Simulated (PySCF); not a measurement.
Isomers of C7H11OPSi, one GFN2-xTB conformer each. Single-point energies are computed at PBE0/pcSseg-1 (PySCF, gas phase, no added dispersion term), electronic only.

| SMILES | GFN2-xTB relative energy (kJ/mol) |
| --- | --- |
| C=C[P@]1(=O)C=C[C@H]([SiH3])C=C1 | 55.1 |
| C=CC1=CC(C)=C([SiH3])[P@@H]1=O | 0.0 |

Conformers: `[CH2:1]=[CH:2][P@:3]1(=[O:4])[CH:5]=[CH:6][C@H:7]([SiH3:8])[CH:9]=[CH:10]1` with C1–C2–P3–O4 0°, C2–P3–C5–C6 -98°, C5–C6–C7–Si8 98°, C6–C7–C9–C10 25°, C2–P3–C10–C9 98°; `[CH2:1]=[CH:2][C:3]1=[CH:4][C:5]([CH3:6])=[C:7]([SiH3:8])[P@@H:9]1=[O:10]` with C1–C2–C3–C4 -173°.

Task: What does PBE0/pcSseg-1 give for the same structures?

Result: 
| SMILES | PBE0/pcSseg-1 E (Eh) | PBE0/pcSseg-1 (kJ/mol) | GFN2-xTB (kJ/mol) | point group |
| --- | --- | --- | --- | --- |
| C=CC1=CC(C)=C([SiH3])[P@@H]1=O | -978.66244 | 0.0 | 0.0 | C1 |
| C=C[P@]1(=O)C=C[C@H]([SiH3])C=C1 | -978.66133 | 2.9 | 55.1 | Cs |

Both levels put the same isomer lowest. Neighbours under 10 kJ/mol apart (C=CC1=CC(C)=C([SiH3])[P@@H]1=O and C=C[P@]1(=O)C=C[C@H]([SiH3])C=C1) can change places with a better method, another conformer or zero-point energy.

Task: Which frontier levels, dipoles and rotational constants go with these structures?

Result: 
```csv
SMILES,"HOMO (eV, PBE0/pcSseg-1)",LUMO (eV),dipole (D),"A, B, C (MHz)"
C=CC1=CC(C)=C([SiH3])[P@@H]1=O,-6.68,-2.42,4.52,"1617, 746.2, 532.1"
C=C[P@]1(=O)C=C[C@H]([SiH3])C=C1,-7.47,-1.05,4.96,"1712, 700.0, 629.8"
```

Task: As an exercise, what shares would exp(−E/RT) give at 500 K from these electronic energies alone (no entropy, no degeneracies)?

Result: RT = 4.157 kJ/mol: C=CC1=CC(C)=C([SiH3])[P@@H]1=O 66.9 %, C=C[P@]1(=O)C=C[C@H]([SiH3])C=C1 33.1 %.
